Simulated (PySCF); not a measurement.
HfCl₃, SMILES [Cl][Hf]([Cl])[Cl] (connectivity only; charge and spin as stated), neutral, multiplicity 2.

Geometry optimised at PBE0-D3(BJ)/def2-SVP. The spin state was assumed, not searched. The isomer is the one that the SMILES or the coordinates give; other isomers of the formula were not compared. The def2 effective core potentials stand for the cores of Hf; spin–orbit coupling is left out.

Method: TDA-PBE0/def2-SVPD (PySCF).

Vertical excitations; the highest root listed may be one member of a degenerate set. Isolated molecule, no solvent.

```csv
state,energy (eV),λ (nm),f,main pairs
root 1,1.50,826,0.000,α HOMO→LUMO+1 (degenerate set)
root 2,1.50,825,0.000,α HOMO→LUMO (degenerate set)
root 3,2.83,439,0.003,α HOMO→LUMO+3 (degenerate set)
root 4,2.83,439,0.003,α HOMO→LUMO+2 (degenerate set)
root 5,4.54,273,0.229,α HOMO→LUMO+4 96 %
root 6,4.82,257,0.000,α HOMO→LUMO+5 94 %
root 7,5.75,215,0.000,α HOMO−1→LUMO (degenerate set)
root 8,5.75,215,0.000,α HOMO−1→LUMO+1 (degenerate set)
root 9,5.79,214,0.000,β HOMO→LUMO 100 %
root 10,5.86,212,0.000,"α HOMO−2→LUMO+1 41 %, α HOMO→LUMO+6 18 %, α HOMO−5→LUMO 10 %, α HOMO−6→LUMO+1 10 %, β HOMO−1→LUMO+2 9 %"
```
Unrestricted roots are not spin-pure.
